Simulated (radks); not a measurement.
The numbers below are computed, except where a source is named.
Cr+, configuration [Ne] 3p6 3d7 (not the ground configuration).

Level of theory: Dirac Kohn-Sham, PBE, spin-unpolarised, spherical densities, finite nucleus; open shells are shared between the two j in proportion to 2j + 1; Fermi nuclear charge, rms radius 3.6452 fm (a radial shooting solver on a logarithmic mesh with Libxc functionals).

Energy parts (eV):
part                      energy
total                 -28436.662
kinetic                28765.836
electron-nucleus      -67715.024
Hartree                11821.850
exchange-correlation   -1309.324

Orbitals (lengths in bohr, moments of r in powers of bohr; <r^-3> diverges for s and p1/2; r(max) is where P^2 peaks):
orbital	occ.	eigenvalue (eV)	<r^2>	r(max)	<r^-3>	small-component weight
1s1/2	2	-5897.322	0.005429	0.04160	-	7.43e-03
2s1/2	2	-678.9446	0.1013	0.2433	-	1.33e-03
2p1/2	2	-578.7972	0.08170	0.1958	-	1.31e-03
2p3/2	4	-570.1073	0.08339	0.1981	355.9	1.30e-03
3s1/2	0	-83.6988	0.9293	0.7748	-	2.83e-04
3p1/2	2	-55.7674	1.067	0.7900	-	2.47e-04
3p3/2	4	-54.7300	1.087	0.7968	42.77	2.43e-04
3d3/2	2.8	-11.7985	2.260	0.8195	3.305	1.43e-04
3d5/2	4.2	-11.7081	2.281	0.8220	3.254	1.42e-04
4p1/2	0	-6.0895	16.86	3.186	-	1.92e-05
4p3/2	0	-6.0351	17.10	3.213	2.260	1.89e-05

The highest occupied level is 3d5/2 at -11.708 eV. The configuration is held as typed, so some empty levels lie below it. The density falls to 0.001 e/bohr^3 at r = 3.58 bohr. Summed over all electrons, <r^2> = 23.10 bohr^2, which gives a Langevin (diamagnetic) susceptibility term of -18.3 x 10^-6 cm^3/mol.
